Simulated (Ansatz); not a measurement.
Computed with Ansatz on PBE0-D4/def2-TZVP structures; ΔE is electronic, products minus reactants. CCSD(T)/CBS is the MP2 limit (def2-TZVPP, def2-QZVPP) plus CCSD(T) − MP2 in def2-TZVPP, frozen cores. Functionals use def2-TZVPP. B3LYP here is the variant with VWN-RPA as its local correlation; programs differ in this. For Zn outer-core shells are correlated without core-valence functions, which leaves a few kJ/mol of doubt a bond. Scalar relativity is left out up to krypton. Each species was taken in one conformer, which may not be the lowest.

Reaction (ligand exchange at the Si–C bond): `C[SiH2]C(F)(F)Cl` + `[NH2][ZnH]` → `C[SiH2][NH][ZnH]` + `FC(F)Cl`

| species | B3LYP-D4 energy (Eh) |
| --- | --- |
| `C[SiH2]C(F)(F)Cl` | -1028.80173 |
| `[NH2][ZnH]` | -1836.03058 |
| `C[SiH2][NH][ZnH]` | -2166.13613 |
| `FC(F)Cl` | -698.72743 |

Question: Work out ΔE.

Answer: ΔE = (-2166.13613) + (-698.72743) − (-1028.80173) − (-1836.03058) = -0.03125 Eh = -19.6 kcal/mol. CCSD(T)/CBS gives -20.3 kcal/mol.

Largest T1 diagnostic among the species: 0.016.

From PBE to PBE0 (25 % exact exchange), in def2-TZVPP and without D4, ΔE moves by −2.3 kcal/mol. Leaving LDA and LC-ωPBE aside and taking each functional with its dispersion term where it has one, the values, not all of them listed here, spread over 4.7 kcal/mol, from BHLYP-D4 to PBE-D4. At CCSD(T), def2-SVP lies −3.2 kcal/mol from the extrapolated value and def2-TZVPP −1.0 kcal/mol.
